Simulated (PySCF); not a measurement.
# Working out the ionisation energy of Zr

Zr [Kr] 4d2 5s2 (3F) → Zr⁺ [Kr] 4d2 5s1 (4F). Calculation: PySCF 2.14, in x2c-TZVPall (8s6p6d1f, 63 functions); scalar relativity by spin-free X2C-1e. Frozen: [Kr]. Energies in hartree (1 hartree = 27.21139 eV):

```tsv
part	Zr (lower)	Zr⁺ (upper)
UHF	-3596.183291	-3595.992659
MP2 opposite-spin	-0.029277	0.000000
MP2 same-spin	-0.009354	-0.009587
```

Question: What does Hartree-Fock give?

Answer: (-3595.992659) − (-3596.183291) = 0.190632 hartree = 5.187 eV.

Question: What do MP2 and SCS-MP2 (6/5 opposite-spin, 1/3 same-spin) give?

Answer: The opposite-spin parts differ by 0.797 eV and the same-spin parts by -0.006 eV. MP2: 5.187 + (0.797) + (-0.006) = 5.978 eV. SCS-MP2: 5.187 + 1.2 × (0.797) + (-0.006)/3 = 6.141 eV.

Measured between the centres of the two terms (NIST): 6.639 eV, so MP2 (valence) is off by -0.661 eV.

What remains against the reference includes basis incompleteness, the frozen core and correlation beyond second order.
